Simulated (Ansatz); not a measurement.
Geometry optimisation, RKS PBE-D4/def2-SVP in Ansatz 0.2.0.

Input:

```yaml
crystal:
  periodic: [false, false, false]
  atoms:
    - { symbol: Si, position_ang: [0.228228, 0.072283, -0.01396] }
    - { symbol: Cl, position_ang: [0.340758, 0.03099, 2.080764] }
    - { symbol: F, position_ang: [1.743498, -0.086737, -0.544619] }
    - { symbol: F, position_ang: [-0.333974, 1.461811, -0.58317] }
    - { symbol: F, position_ang: [-0.582747, -1.19274, -0.594159] }
    - { symbol: S, position_ang: [-2.998364, 0.176595, 0.934746] }
    - { symbol: H, position_ang: [-3.020605, -1.073244, 0.388271] }
    - { symbol: H, position_ang: [-2.213794, -0.261758, 1.987827] }
basis:
  gaussian: { orbitals: def2-SVP }
hamiltonian:
  xc: pbe
  dispersion: d4
relax:
  f_tol: 0.03
  max_steps: 50
output:
  orbitals: {}
```

Launched with:

```bash
$ ansatz run input.yaml --threads 2 --pin off --max-ram 3072MiB --backend cpu --events-out ev --progress --plain --runs-dir out
```

Question: Where does it end, and by what steps?

Answer: The forces met the threshold. The force dipped under the threshold on the way, but the program's further checks kept it going. After 12 steps the energy has fallen by 0.092 eV; H8 moved furthest, 0.53 Å.

```tsv
step	energy less start (eV)	largest force component (eV/Å)	accepted
0	0.0000	0.940	yes
1	-0.0727	0.314	yes
2	-0.0548	0.739	no
3	-0.0846	0.060	yes
4	-0.0868	0.049	yes
5	-0.0892	0.107	yes
6	-0.0905	0.065	yes
7	-0.0912	0.028	yes
8	-0.0916	0.016	yes
9	-0.0919	0.052	yes
10	-0.0919	0.049	yes
11	-0.0922	0.037	yes
12	-0.0923	0.016	yes
```

```xyz
8
Properties=species:S:1:pos:R:3
Si 0.362 0.073 -0.028
Cl 0.550 0.150 1.992
F 1.821 -0.123 -0.681
F -0.261 1.424 -0.629
F -0.527 -1.195 -0.480
S -3.172 0.176 1.059
H -2.932 -0.907 0.270
H -2.678 -0.470 2.151
```

Whether the end is a true minimum wasn't checked by a vibrational analysis.

The run took 27 s on 2 threads of Arm Neoverse V1 (shared host), peak memory 0.15 GiB.
